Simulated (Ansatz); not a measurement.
`C[CH2][SnH2][F]` → `[CH3][SnH2][F]` + `[CH2]` (triplet)  (formal loss of a carbene)

Computed with Ansatz on PBE0-D4/def2-TZVP structures; ΔE is electronic, products minus reactants. CBS: MP2 limit from def2 TZ/QZ plus the TZ coupled-cluster correction, frozen cores. This one scheme is used for every species. Triplets are unrestricted, without spin–orbit coupling. def2 core potentials past Kr. For Sn outer-core shells are correlated without core-valence functions, which leaves a few kJ/mol of doubt a bond. One conformer a species, not always the lowest.

```json
{"species": "`C[CH2][SnH2][F]`", "SCS-MP2/def2-QZVPP energy (Eh)": "-393.85245"}
{"species": "`[CH3][SnH2][F]`", "SCS-MP2/def2-QZVPP energy (Eh)": "-354.61967"}
{"species": "`[CH2]` (triplet)", "SCS-MP2/def2-QZVPP energy (Eh)": "-39.06703"}
```

(1) Work out ΔE.

Largest T1 diagnostic among the species: 0.013.

## Answers

(1) ΔE = (-354.61967) + (-39.06703) − (-393.85245) = 0.16575 Eh = +4.51 eV. CCSD(T)/CBS gives +4.41 eV.

At CCSD(T), def2-SVP lies −0.15 eV from the extrapolated value and def2-TZVPP −0.12 eV. From PBE to PBE0 (25 % exact exchange), in def2-TZVPP and without D4, ΔE moves by −0.09 eV.
